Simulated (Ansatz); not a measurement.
`[SH][Al]([Br])[Br]` → `[Br][Al][Br]`• + `[SH]`• at 500 K and 1 bar (homolysis of the Al–S bond).

Program: Ansatz. Geometries: PBE0-D4/def2-TZVP. ΔE: electronic, gas phase. CCSD(T)/CBS adds triple-zeta CCSD(T) − MP2 to the extrapolated MP2 energy (def2 sets, frozen cores). This one scheme is used for every species. No spin–orbit coupling; open shells (•) take unrestricted orbitals. For Br outer-core shells are correlated without core-valence functions, which leaves a few kJ/mol of doubt a bond. Scalar relativity is left out up to krypton. One conformer a species, not always the lowest.

| species | CCSD(T)/CBS energy (Eh) | H − E (kJ/mol) | S (J/(mol·K)) |
| --- | --- | --- | --- |
| `[SH][Al]([Br])[Br]` | -5787.21638 | 69.4 | 408.5 |
| `[Br][Al][Br]`• | -5388.74403 | 30.1 | 341.9 |
| `[SH]`• | -398.31908 | 30.7 | 213.0 |

H − E and S are ideal-gas, rigid-rotor, harmonic terms from PBE0-D4/def2-TZVP, for one conformer and one mirror image of each species, with the whole ground term of open shells counted as degenerate. 1 Eh = 2625.50 kJ/mol, R = 8.31446 J/(mol·K).

Question: By hand: ΔE, ΔH, ΔS and ΔG.

Answer: ΔE = (-5388.74403) + (-398.31908) − (-5787.21638) = 0.15327 Eh = 402.4 kJ/mol. Δ(H − E) = 30.1 + 30.7 − 69.4 = -8.6, so ΔH = 393.8 kJ/mol. ΔS = 341.9 + 213.0 − 408.5 = 146.4 J/(mol·K). ΔG = 393.8 − 500 × (146.4)/1000 = 320.6 kJ/mol.

Question: By hand: the equilibrium constant, and the temperature at which ΔG would vanish if ΔH and ΔS stayed fixed.

Answer: log₁₀ K = −ΔG/(RT ln 10) = -33.5. ΔG = 0 at ΔH/ΔS = 2690 K, far beyond where these terms or the molecules hold.

The number of gas molecules changes by +1, which sets the sign of ΔS. A doubt of 5 kJ/mol in ΔE shifts log₁₀ K by 0.5 here. Other conformers and mirror images would add mixing entropy, several J/(mol·K) or more a flexible species. These are equilibria of isolated gas molecules and say nothing of rates. Largest T1 diagnostic: 0.011 (customary marks: 0.02 for closed shells, 0.045 for open ones).
